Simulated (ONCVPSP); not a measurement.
**Reading a pseudo-wave (H)**

Columns: radius, all-electron u(r) and pseudo u(r) of the 1s shell (level -6.49 eV) of hydrogen in the configuration 1s1; PBE, scalar-relativistic, ONCV scheme, ONCVPSP 4.0.1.

```
r (bohr)  all-electron  pseudo
   0.050        0.0913  0.0756
   0.100        0.1735  0.1500
   0.150        0.2473  0.2221
   0.200        0.3133  0.2905
   0.250        0.3722  0.3542
   0.300        0.4244  0.4123
   0.350        0.4706  0.4645
   0.400        0.5112  0.5105
   0.450        0.5468  0.5505
   0.500        0.5776  0.5847
   0.550        0.6042  0.6132
   0.600        0.6269  0.6364
   0.650        0.6460  0.6545
   0.700        0.6618  0.6685
   0.750        0.6747  0.6790
   0.800        0.6849  0.6872
   0.850        0.6927  0.6936
   0.900        0.6982  0.6984
   0.950        0.7018  0.7018
   1.000        0.7035  0.7034
   1.050        0.7035  0.7035
   1.100        0.7021  0.7021
   1.150        0.6993  0.6993
   1.200        0.6954  0.6954
   1.250        0.6904  0.6903
   1.300        0.6844  0.6844
```

Q: How many radial nodes do the two functions have?

A: The all-electron 1s function has n − l − 1 = 0; the pseudo-wave has 0.

Q: At about which radius was the pseudo-wave matched?

A: 1.00 bohr. The columns agree to 0.0005 from 0.90 bohr on; several derivatives are matched, so the curves merge somewhat inside the radius.

Q: Is the pseudo-wave norm-conserving?

A: Yes: the ONCV scheme keeps the norm inside the radius equal to the all-electron one, which fixes the energy derivative of the logarithmic derivative at the level.
